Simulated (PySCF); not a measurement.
**[PbH3(NH3)]+ at several levels of theory**

Computed with PySCF 2.14.0 (density fitting, no spin-orbit coupling) at the geometry relaxed with PBE0:

```xyz
8
[PbH3(NH3)]+ (singlet)
Pb    0.2325   -0.2325    0.2325
H     1.0483    1.0659    1.0483
H    -1.0659   -1.0483    1.0483
H     1.0483   -1.0483   -1.0659
N    -1.1474    1.1474   -1.1474
H    -1.7578    1.7578   -0.5963
H    -0.5963    1.7578   -1.7578
H    -1.7578    0.5963   -1.7578
```

```csv
level,basis,state,HOMO (eV),gap (eV),charge on Pb1 (e),dipole about the centre of mass (D),largest force component (eV/Å)
PBE0,"Pb def2-SVP with ECP60, H def2-SVP, N def2-SVP",singlet,-14.36,8.34,0.54,5.01,0.01
PBE0,"Pb def2-TZVP with ECP60, H def2-TZVP, N def2-TZVP",singlet,-14.36,8.24,0.47,4.90,0.18
```

Charges are Mulliken's, which hang on the basis. The relaxation used the grid (50, 194), these runs (75, 302) or, all-electron (x2c bases, spin-free X2C Hamiltonian), (99, 590).

Problem. A further run in the first row's basis gives HOMO (eV) -13.04, gap (eV) 6.26, charge on Pb1 (e) 0.54, dipole about the centre of mass (D) 5.13, largest force component (eV/Å) 0.29. Which level was it?
A. wB97X
B. BLYP

Solution. B. The others give HOMO -16.69 eV (wB97X).

In the first row's basis the gap widens with exact exchange: 6.3 eV for BLYP (none); 8.3 eV for PBE0 (a fixed share); 12.7 eV for wB97X (rising or full at long range).
